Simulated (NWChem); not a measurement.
System: C$_{5}$H$_{7}$O, doublet; SMILES O=C1[CH]CCC1

Excerpt of the output:

```
             Northwest Computational Chemistry Package (NWChem) 7.3.0
             --------------------------------------------------------

 C1  symmetry detected

                             Geometry "geometry" -> ""
                             -------------------------

 Output coordinates in angstroms (scale by  1.889725989 to convert to a.u.)

  No.       Tag          Charge          X              Y              Z
 ---- ---------------- ---------- -------------- -------------- --------------
    1 O                    8.0000    -0.03668310     2.15701709     0.05698398
    2 C                    6.0000    -0.03631649     0.92345650     0.00353934
    3 C                    6.0000    -1.19814131     0.05011057     0.03514626
    4 C                    6.0000    -0.80880114    -1.37693121    -0.10796638
    5 C                    6.0000     0.71320880    -1.38940093     0.20648037
    6 C                    6.0000     1.20441395     0.02190733    -0.15701992
    7 H                    1.0000    -2.22747173     0.43549916     0.08507611
    8 H                    1.0000    -1.40461052    -2.06588621     0.52943577
    9 H                    1.0000    -1.00115664    -1.71794995    -1.15714532
   10 H                    1.0000     0.85402042    -1.56656691     1.29277023
   11 H                    1.0000     1.24809790    -2.19887987    -0.32679302
   12 H                    1.0000     1.53312595     0.08557940    -1.21849996
   13 H                    1.0000     2.04527653     0.39721408     0.45820643

 Effective nuclear repulsion energy (a.u.)     224.0160067733

                                 NWChem DFT Module
                                 -----------------

 Summary of "ao basis" -> "ao basis" (spherical)
 ------------------------------------------------------------------------------
       Tag                 Description            Shells   Functions and Types
 ---------------- ------------------------------  ------  ---------------------
 O                           6-31g*                  6       14   3s2p1d
 C                           6-31g*                  6       14   3s2p1d
 H                           6-31g*                  2        2   2s

            General Information
            -------------------
          SCF calculation type: DFT
          Wavefunction type:  spin polarized.
          No. of atoms     :    13
          No. of electrons :    45
           Alpha electrons :    23
            Beta electrons :    22
          Charge           :     0
          Spin multiplicity:     2
          Use of symmetry is: off; symmetry adaption is: off
          Maximum number of iterations: 150
          AO basis - number of functions:    98
                     number of shells:    50
          Convergence on energy requested:  1.00D-06
          Convergence on density requested:  1.00D-05
          Convergence on gradient requested:  5.00D-04

              XC Information
              --------------
                    Becke 1988 Exchange Functional  1.000
              Lee-Yang-Parr Correlation Functional  1.000

             Grid Information
             ----------------
          Grid used for XC integration:  medium
          Radial quadrature: Mura-Knowles
          Angular quadrature: Lebedev.
          Tag              B.-S. Rad. Rad. Pts. Rad. Cut. Ang. Pts.
          ---              ---------- --------- --------- ---------
          O                   0.60       49          11.0       434
          C                   0.70       49          10.0       434
          H                   0.35       45          11.0       434
          Grid pruning is: on
          Number of quadrature shells:   609
          Spatial weights used:  Erf1

      Superposition of Atomic Density Guess
      -------------------------------------

 Sum of atomic energies:        -266.54325075

      Non-variational initial energy
      ------------------------------

 Total energy =    -270.129313
 1-e energy   =    -803.979515
 2-e energy   =     309.834195
 HOMO         =      -0.183405
 LUMO         =       0.079195

     ---------------------------------------------
      Total Density - Mulliken Population Analysis
     ---------------------------------------------

    Atom       Charge   Shell Charges
 -----------   ------   -------------------------------------------------------
    1 O    8     8.96   2.00  0.95  3.13  0.96  1.89  0.02
    2 C    6     5.25   2.00  0.70  1.58  0.42  0.48  0.08
    3 C    6     6.05   2.00  0.74  1.75  0.59  0.94  0.03
    4 C    6     6.42   2.00  0.71  1.94  0.64  1.09  0.04
    5 C    6     6.42   2.00  0.71  1.94  0.65  1.09  0.04
    6 C    6     6.50   2.00  0.71  1.97  0.65  1.14  0.03
    7 H    1     0.79   0.46  0.33
    8 H    1     0.76   0.46  0.31
    9 H    1     0.75   0.44  0.31
   10 H    1     0.78   0.47  0.31
   11 H    1     0.78   0.47  0.31
   12 H    1     0.76   0.45  0.31
   13 H    1     0.77   0.46  0.31

     --------------------------------------------
      Spin Density - Mulliken Population Analysis
     --------------------------------------------

    Atom       Charge   Shell Charges
 -----------   ------   -------------------------------------------------------
    1 O    8     0.10   0.00  0.00  0.07 -0.00  0.03  0.00
    2 C    6     0.18   0.00 -0.00  0.09  0.00  0.08  0.01
    3 C    6     0.56   0.00  0.00  0.29  0.00  0.26  0.00
    4 C    6     0.03   0.00  0.00  0.02 -0.00  0.00  0.01
    5 C    6     0.01   0.00  0.00  0.00 -0.00  0.00  0.00
    6 C    6     0.01   0.00 -0.00  0.01 -0.00 -0.00  0.00
    7 H    1     0.00   0.00  0.00
    8 H    1     0.03   0.02  0.01
    9 H    1     0.06   0.03  0.03
   10 H    1     0.00   0.00  0.00
   11 H    1     0.00   0.00  0.00
   12 H    1     0.02   0.01  0.01
   13 H    1     0.01   0.01  0.01

   convergence    iter        energy       DeltaE   RMS-Dens  Diis-err
 ---------------- ----- ----------------- --------- --------- ---------
 d= 0,ls=0.0,diis     1   -269.6338895355 -4.94D+02  1.85D-02  3.08D-01
                                                     1.50D-02  3.13D-01
 d= 0,ls=0.0,diis     2   -267.9988494225  1.64D+00  1.60D-02  3.88D+00
                                                     1.39D-02  2.90D+00
 d= 0,ls=0.0,diis     3   -269.7713038104 -1.77D+00  3.28D-03  4.92D-02
                                                     2.64D-03  3.89D-02
 d= 0,ls=0.0,diis     4   -269.7781450641 -6.84D-03  1.62D-03  3.06D-02
                                                     1.74D-03  3.09D-02
 d= 0,ls=0.0,diis     5   -269.7942848956 -1.61D-02  4.05D-04  1.36D-03
                                                     2.54D-04  8.39D-04
  Resetting Diis
 d= 0,ls=0.0,diis     6   -269.7949237688 -6.39D-04  1.11D-04  7.77D-05
                                                     1.13D-04  8.08D-05
 d= 0,ls=0.0,diis     7   -269.7949626117 -3.88D-05  1.11D-04  2.21D-05
                                                     1.16D-04  2.45D-05
 d= 0,ls=0.0,diis     8   -269.7949421947  2.04D-05  7.39D-05  7.20D-05
                                                     7.61D-05  7.12D-05
 d= 0,ls=0.0,diis     9   -269.7949733960 -3.12D-05  2.18D-05  1.04D-05
                                                     2.18D-05  8.50D-06
 d= 0,ls=0.0,diis    10   -269.7949772794 -3.88D-06  6.09D-06  1.61D-07
                                                     8.71D-06  3.82D-07
 d= 0,ls=0.0,diis    11   -269.7949774883 -2.09D-07  4.04D-06  1.10D-07
                                                     3.93D-06  6.98D-08

         Total DFT energy =     -269.794977488344
      One electron energy =     -808.609573185269
           Coulomb energy =      353.003118628523
    Exchange-Corr. energy =      -38.204529704948
 Nuclear repulsion energy =      224.016006773350

 Numeric. integr. density =       45.000035319943

                    DFT Final Alpha Molecular Orbital Analysis
                    ------------------------------------------

 Vector   21  Occ=1.000000D+00  E=-2.857532D-01
              MO Center=  6.0D-01, -2.7D-03,  1.8D-02, r^2= 4.0D+00
   Bfn.  Coefficient  Atom+Function         Bfn.  Coefficient  Atom+Function
  ----- ------------  ---------------      ----- ------------  ---------------
     5      0.325526   1 O  pz               75     -0.254476   6 C  pz
    61      0.251496   5 C  pz                9      0.205683   1 O  pz
    92      0.198609  10 H  s                96      0.186474  12 H  s
    91      0.185332  10 H  s                95      0.179487  12 H  s
    19      0.144679   2 C  pz               47     -0.135393   4 C  pz

 Vector   22  Occ=1.000000D+00  E=-1.870098D-01
              MO Center= -6.0D-01,  6.5D-01,  9.7D-03, r^2= 2.9D+00
   Bfn.  Coefficient  Atom+Function         Bfn.  Coefficient  Atom+Function
  ----- ------------  ---------------      ----- ------------  ---------------
    33      0.429177   3 C  pz               37      0.346131   3 C  pz
     5     -0.303465   1 O  pz                3      0.277676   1 O  px
     9     -0.222194   1 O  pz               76     -0.197747   6 C  s
     7      0.188668   1 O  px               90      0.182113   9 H  s
    34      0.167107   3 C  s                89      0.123683   9 H  s

 Vector   23  Occ=1.000000D+00  E=-1.840458D-01
              MO Center= -2.0D-01,  1.2D+00,  6.7D-03, r^2= 2.7D+00
   Bfn.  Coefficient  Atom+Function         Bfn.  Coefficient  Atom+Function
  ----- ------------  ---------------      ----- ------------  ---------------
     3      0.508849   1 O  px                7      0.351982   1 O  px
    33     -0.252640   3 C  pz               34      0.223175   3 C  s
    37     -0.213794   3 C  pz               76     -0.195954   6 C  s
    74     -0.158990   6 C  py               32      0.157840   3 C  py
    73      0.140598   6 C  px                5      0.129800   1 O  pz

[...]
```

Level: BLYP/6-31G* (spherical d), spin-unrestricted. The geometry was optimised at PBE-D3(BJ)/def2-SVP, spin-unrestricted. No stability test was run on the SCF state.

Write an input that gives this output.

Several could match; the one computed here: the input that was run:
```
start job
memory heap 200 mb stack 900 mb global 1100 mb
geometry units angstroms noautoz
  O     -0.031613     2.160403     0.067898
  C     -0.034208     0.927000     0.010990
  C     -1.197709     0.056052     0.046823
  C     -0.812269    -1.371409    -0.102530
  C      0.711491    -1.388016     0.203127
  C      1.203637     0.023259    -0.159228
  H     -2.225904     0.443496     0.103750
  H     -1.405890    -2.060884     0.536350
  H     -1.011379    -1.709057    -1.151539
  H      0.858156    -1.568544     1.288088
  H      1.241566    -2.197129    -0.335482
  H      1.526385     0.089221    -1.222397
  H      2.048824     0.395033     0.452206
end
basis spherical
  O library 6-31g*
  C library 6-31g*
  H library 6-31g*
end
dft
  odft
  mult 2
  xc becke88 lyp
  iterations 150
  mulliken
end
task dft energy
```
